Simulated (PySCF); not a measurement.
## How methods differ on the ionisation energy of Ge¹²⁺

Ge¹²⁺ [Ar] 3d2 (3F) → Ge¹³⁺ [Ar] 3d1 (2D), as a difference of total energies. Calculation: PySCF 2.14, in an even-tempered Gaussian basis (19 s from 0.81 bohr⁻², ratio 2.5; 12 p from 1.1 bohr⁻², ratio 2.5; 8 d from 1.1 bohr⁻², ratio 2.5; 4 f from 3.7 bohr⁻², ratio 2.7; 4 g from 5.6 bohr⁻², ratio 2.7); scalar relativity by spin-free X2C-1e. Correlated levels: outer shells: [Ne] frozen; virtual orbitals above 40 to 60 times the deepest correlated orbital energy dropped. The calculations carry no spin-orbit coupling.

```json
{"method": "UHF", "ionisation energy (eV)": "366.86"}
{"method": "MP2 (outer shells)", "ionisation energy (eV)": "367.16"}
{"method": "SCS-MP2 (outer shells)", "ionisation energy (eV)": "367.09"}
{"method": "CCSD (outer shells)", "ionisation energy (eV)": "367.07"}
{"method": "CCSD(T) (outer shells)", "ionisation energy (eV)": "367.05"}
```

The reference lies between the lowest fine-structure levels, while these numbers refer to the centres of the terms.

For comparison: 367 ± 3 eV (theoretical estimate listed by NIST; NIST Atomic Spectra Database, ionization energies).
